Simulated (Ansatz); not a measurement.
# A family of molecules: the HOMO–LUMO gap

All atoms of one element are swapped for its congeners: Sn(OH)4; Sn(SH)4; Sn(SeH)4. All are singlets with charge 0.

Shapes, held fixed at every level: PBE0-D4/def2-TZVP. Flexible molecules stand in one conformer, not always the lowest. Programs: Ansatz 0.2.0. Values in eV.

```
               level  Sn(OH)4  Sn(SeH)4
    SPW92/def2-TZVPP     4.67      2.85
   PBE-D4/def2-TZVPP     4.77      2.98
r2SCAN-D4/def2-TZVPP     5.48      3.38
 B3LYP-D4/def2-TZVPP     6.86      4.37
  PBE0-D4/def2-TZVPP     7.50      4.87
  wB97X-V/def2-TZVPP    12.13      9.02
```

Estimate the column for Sn(SH)4 from its neighbours.

The mean of the neighbours at wB97X-V/def2-TZVPP is 10.57 eV, against 10.05 from the run: the member lies nearer Se. All rows: SPW92/def2-TZVPP 3.39; PBE-D4/def2-TZVPP 3.53; r2SCAN-D4/def2-TZVPP 3.99; B3LYP-D4/def2-TZVPP 5.10; PBE0-D4/def2-TZVPP 5.63; wB97X-V/def2-TZVPP 10.05 eV. At wB97X-V/def2-TZVPP the HOMO–LUMO gap falls at every step, from 12.13 to 9.02 eV. Every level shows the same order. For atoms past krypton def2 sets carry core potentials with scalar relativity. Relativity is left out for Se. Orbital gaps aren't excitation energies, and the LUMO depends on the basis.
